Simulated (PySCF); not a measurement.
Species: C3H5NOSi.
Bonds: O1–C2 (double), C2–C3, C3–N4 (double), N4–Si5, Si5–C6, C3–C6. Hydrogens: H7 on C2; H8, H9 on Si5; H10, H11 on C6.

Computed by this run: PBE0-D3(BJ)/def2-SVP geometry optimisation, gas phase (PySCF); density fitting, grid level 1; the optimiser is geomeTRIC in internal coordinates, started from a GFN2-xTB structure with every atom displaced at random (about 0.01 Å).

The end geometry, which sets the zero of energy:
```
atom  x, y, z in Å
O1     -2.2406   -1.5525   -0.2819
C2     -1.8372   -0.7661    0.5324
C3     -0.5052   -0.0904    0.4157
N4     -0.0817    0.7351    1.3115
Si5     1.4330    0.9396    0.3402
C6      0.4677   -0.2973   -0.7305
H7     -2.4138   -0.4721    1.4439
H8      2.6679    0.4643    1.0258
H9      1.6336    2.3203   -0.1841
H10     0.0791    0.0282   -1.7076
H11     0.8357   -1.3299   -0.8269
```

**Question.** These geometries come from the run, each turned onto the end geometry. Order them by energy, lowest first.
A.
```
atom  x, y, z in Å
O1     -2.3080   -1.4789   -0.2960
C2     -1.8108   -0.7983    0.5667
C3     -0.4448   -0.1796    0.4449
N4     -0.1696    0.7957    1.2262
Si5     1.3858    0.9929    0.3037
C6      0.5007   -0.3382   -0.7254
H7     -2.3503   -0.4792    1.4927
H8      2.5662    0.4310    1.0388
H9      1.7023    2.3644   -0.1521
H10     0.0777    0.0242   -1.6778
H11     0.8894   -1.3547   -0.8831
```
B.
```
atom  x, y, z in Å
O1     -2.2229   -1.6034   -0.2422
C2     -1.8253   -0.7857    0.5439
C3     -0.5112   -0.0811    0.4039
N4     -0.1066    0.7729    1.2818
Si5     1.4278    0.9465    0.3368
C6      0.4650   -0.2876   -0.7390
H7     -2.4002   -0.4772    1.4520
H8      2.6191    0.4358    1.0721
H9      1.6961    2.3105   -0.2000
H10     0.0823    0.0718   -1.7069
H11     0.8145   -1.3232   -0.8638
```
C.
```
atom  x, y, z in Å
O1     -2.2772   -1.5586   -0.2612
C2     -1.8420   -0.7653    0.5212
C3     -0.5382   -0.1241    0.3772
N4     -0.0274    0.7206    1.2478
Si5     1.4674    0.9605    0.3431
C6      0.4707   -0.2838   -0.7241
H7     -2.3640   -0.4538    1.4399
H8      2.6425    0.4483    1.0409
H9      1.5855    2.3223   -0.1619
H10     0.0921    0.0255   -1.6793
H11     0.8290   -1.3123   -0.8050
```
D.
```
atom  x, y, z in Å
O1     -2.1672   -1.5322   -0.3073
C2     -1.8317   -0.7793    0.5634
C3     -0.5213   -0.0684    0.4121
N4     -0.1183    0.8209    1.2616
Si5     1.4229    0.9561    0.3211
C6      0.4580   -0.3028   -0.7264
H7     -2.4044   -0.5673    1.5003
H8      2.5796    0.4265    1.0932
H9      1.7546    2.3034   -0.2328
H10     0.0330    0.0494   -1.6790
H11     0.8332   -1.3268   -0.8677
```
E.
```
atom  x, y, z in Å
O1     -2.2306   -1.5730   -0.2681
C2     -1.8213   -0.7940    0.5509
C3     -0.5124   -0.0789    0.4082
N4     -0.1218    0.8074    1.2597
Si5     1.4234    0.9568    0.3280
C6      0.4651   -0.2928   -0.7332
H7     -2.3822   -0.5257    1.4795
H8      2.5882    0.4284    1.0936
H9      1.7398    2.3074   -0.2170
H10     0.0593    0.0642   -1.6934
H11     0.8311   -1.3205   -0.8699
```

**Answer.** B (0.003 eV), E (0.009 eV), D (0.049 eV), A (0.134 eV), C (0.252 eV).

In the order of the answer:

```csv
step,E above end (eV),largest force (eV/Å),rms force component (eV/Å),rms distance from end (Å),rms bond change (Å),bond most changed (Å)
7,0.003,0.08,0.023,0.045,0.000,N4–Si5 -0.001
5,0.009,0.12,0.036,0.065,0.001,C6–H10 +0.001
3,0.049,0.82,0.257,0.079,0.002,C3=N4 +0.004
1,0.134,1.50,0.378,0.089,0.007,Si5–H9 -0.011
0,0.252,3.63,0.875,0.046,0.027,N4–Si5 -0.047
```

What follows is the cost of the whole optimisation. On AMD EPYC 7R43, one thread, shared host with 256 logical CPUs at a one-minute load of 86, this took 60 s and 0.48 GiB of memory at its peak.
